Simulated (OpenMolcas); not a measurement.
**C IV: RASPT2 settings compared**

```
Program             : OpenMolcas
Basis               : ANO-R2 [4s4p2d1f]
Scalar Hamiltonian  : X2C, finite nucleus
Active space        : 1 electron in 9 orbitals (RAS2 2s 2p; RAS3 3d, at most 1 electron)
State averaging     : 2S+1 = 2 even, 1 root; 2S+1 = 2 odd, 3 roots
Spin-orbit coupling : RASSI with atomic mean-field integrals over the reference wave functions, term energies averaged over their components
```

Methods on the same reference wave functions:
A. RASSCF
B. SS-RASPT2, IPEA 0.2 Eh, imaginary shift 0.05 Eh (closed shells correlated: 1s)
C. XMS-RASPT2, IPEA 0.2 Eh, real shift 0.15 Eh (closed shells correlated: 1s)

Energies in cm⁻¹ above 2s ²S_1/2, the measured ground level; measured values from Moore, Selected Tables of Atomic Spectra, NSRDS-NBS 3, section 3.

```tsv
Level	A	B	C	Measured
2s ²S_1/2	0.0	0.0	0.0	0.0
2p ²P°_1/2	65093	64771	64760	64484
2p ²P°_3/2	65191	64869	64858	64592
```

Deviations, from unrounded energies. A percentage is the sum of absolute deviations over the sum of measured energies, with the sign that they share, or ± where signs differ.

| Against measurement | Levels | A | B | C |
| --- | --- | --- | --- | --- |
| mean absolute deviation (cm-1) | 2 | 600 | 280 | 270 |
| other configurations (%) | 2 | +0.9 | +0.4 | +0.4 |

B, C lie about equally close to measurement and A furthest from it. The largest miss of C in the table is 2p ²P°_1/2, by +280 cm-1. The ranking rests on the paired levels alone, and a cruder setting can come out closer through cancelling errors.

Between B and C the level of the table that moves most is 2p ²P°_1/2, by 11 cm-1 (lowest in C, highest in B).

The lowest spin-free term lies below A's lowest term by 0.008 hartree in B, 0.008 hartree in C.

With one active electron outside closed inactive shells, the extra shells (3d) add no correlation to the reference. With one active electron the reference holds no correlation, so core polarisation is missing (holds for A). With one active electron, CASPT2 adds the correlation within the correlated inactive shells and between them and that electron, and leaves the splitting within a term as the reference gives it (holds for B; C). Computed and measured levels are paired by configuration, term and J; levels that our copy of the source lacks, or whose pairing is in doubt (as where it misses far off the trend of its configuration), stay unpaired and out of the deviations. Levels of configurations outside the active space are missing.

° marks odd parity.
